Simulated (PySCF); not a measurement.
Species: MeHSi(SBu)2, C9H22S2Si.
Numbering: `[CH3:1][CH2:2][CH2:3][CH2:4][S:5][SiH:6]([CH3:7])[S:8][CH2:9][CH2:10][CH2:11][CH3:12]` (hydrogens: H13, H14, H15 on C1; H16, H17 on C2; H18, H19 on C3; H20, H21 on C4; H22 on Si6; H23, H24, H25 on C7; H26, H27 on C9; H28, H29 on C10; H30, H31 on C11; H32, H33, H34 on C12)

Geometry (PBE0-D3(BJ)/def2-SVP, Å), atoms numbered from 1 in this order:
```
atom  x, y, z in Å
C1     4.9026   -1.0773   -1.6327
C2     4.3128   -0.8274   -0.2549
C3     3.8475    0.6072   -0.0546
C4     3.2180    0.8831    1.3018
S5     1.7391   -0.1307    1.6916
Si6    0.3525    0.5754    0.2190
C7     0.4226    2.4393    0.0360
S8    -1.5170   -0.1208    0.9896
C9    -2.5434    0.0031   -0.5310
C10   -3.7802   -0.8729   -0.4164
C11   -4.7327   -0.4779    0.7038
C12   -5.9618   -1.3686    0.7783
H13    5.2310   -2.1215   -1.7472
H14    5.7756   -0.4321   -1.8238
H15    4.1635   -0.8749   -2.4248
H16    3.4583   -1.5018   -0.0797
H17    5.0560   -1.0756    0.5237
H18    4.7026    1.2970   -0.1771
H19    3.1342    0.8757   -0.8560
H20    2.9597    1.9469    1.4125
H21    3.9244    0.6412    2.1118
H22    0.5544   -0.0510   -1.1284
H23    1.3766    2.7760   -0.3991
H24   -0.3877    2.7747   -0.6305
H25    0.2871    2.9213    1.0159
H26   -1.9347   -0.3089   -1.3936
H27   -2.8301    1.0567   -0.6806
H28   -4.3130   -0.8296   -1.3836
H29   -3.4646   -1.9224   -0.2835
H30   -4.1925   -0.5068    1.6655
H31   -5.0385    0.5742    0.5633
H32   -6.5388   -1.3374   -0.1602
H33   -6.6349   -1.0619    1.5930
H34   -5.6817   -2.4192    0.9571
```

Method: PBE0-D3(BJ)/def2-SVP geometry optimisation, gas phase in PySCF 2.14.0.

Masses are those of the commonest isotopes; rigid-rotor values at the optimised geometry. The values belong to one conformer with, in the numbering `[CH3:1][CH2:2][CH2:3][CH2:4][S:5][SiH:6]([CH3:7])[S:8][CH2:9][CH2:10][CH2:11][CH3:12]`, C1–C2–C3–C4 178°, C2–C3–C4–S5 -59°, C3–C4–S5–Si6 -66°, C4–S5–Si6–C7 -42°, S5–Si6–S8–C9 -162°.

What are A, B and C (cm⁻¹)?

Ia = 383.35, Ib = 2491.46, Ic = 2558.35 u·Å²; 505379 MHz·u·Å²/I gives 1318, 202.8 and 197.5 MHz, that is A = 0.04397, B = 0.00677, C = 0.00659 cm⁻¹.

What kind of rotor is it?

A near-prolate asymmetric top; Ray's κ = -0.991.

Is it planar, by Δ = Ic − Ia − Ib?

Not planar: Δ = Ic − Ia − Ib = -316.46 u·Å². For a rigid frame Δ = −2 Σ m c², so Σ m c² = 158.23 u·Å² lies off the ab plane: 35.45 from hydrogen and 122.78 from heavier atoms. The atom farthest from that plane is 2.67 Å away.

Give the other two planar moments, Paa and Pbb, and the rms extents of the mass along the axes.

Paa = Σ m a² = (Ib + Ic − Ia)/2 = 2333.23 and Pbb = Σ m b² = (Ia + Ic − Ib)/2 = 225.12 u·Å². With the mass M = 222.09 u, the rms extents √(P/M) along a, b and c are 3.24, 1.01, 0.84 Å.

Where do the levels up to J = 2 lie, in K?

Above 0(0,0), as E/k:
J = 1: 1(0,1) 0.019, 1(1,1) 0.073, 1(1,0) 0.073
J = 2: 2(0,2) 0.058, 2(1,2) 0.111, 2(1,1) 0.112, 2(2,1) 0.272, 2(2,0) 0.272

Predict some low-J microwave lines.

The dipole components are |μa| = 0.66 D, |μb| = 0.16 D, |μc| = 2.68 D. The squared components, which scale the intensities, stand as 0.06 : 0.00 : 1.00 (a : b : c). Some of the stronger lines:

```
type  branch         J(Ka,Kc)   MHz  lower level (cm⁻¹)
   a       R  1(0,1) ← 0(0,0)   400               0.000
   a       R  2(1,2) ← 1(1,1)   795               0.051
   a       R  2(0,2) ← 1(0,1)   801               0.013
   a       R  2(1,1) ← 1(1,0)   806               0.051
   c       Q  2(1,2) ← 2(0,2)  1110               0.040
   c       Q  1(1,1) ← 1(0,1)  1115               0.013
   b       Q  1(1,0) ← 1(0,1)  1121               0.013
   b       Q  2(1,1) ← 2(0,2)  1126               0.040
   b       R  1(1,1) ← 0(0,0)  1516               0.000
   c       R  1(1,0) ← 0(0,0)  1521               0.000
   c       R  2(1,1) ← 1(0,1)  1927               0.013
   c       Q  2(2,1) ← 2(1,1)  3346               0.078
   b       Q  2(2,0) ← 2(1,1)  3346               0.078
   b       Q  2(2,1) ← 2(1,2)  3362               0.077
   b       R  2(2,1) ← 1(1,0)  4152               0.051
   c       R  2(2,0) ← 1(1,0)  4152               0.051
   c       R  2(2,1) ← 1(1,1)  4158               0.051
   b       R  2(2,0) ← 1(1,1)  4158               0.051
```

PBE0-D3(BJ)/def2-SVP frequencies: not computed here. Constants of a rigid frame at the computed geometry: no zero-point averaging, no centrifugal distortion. A rigid rotor knows nothing of internal rotation, which can split or shift real lines.
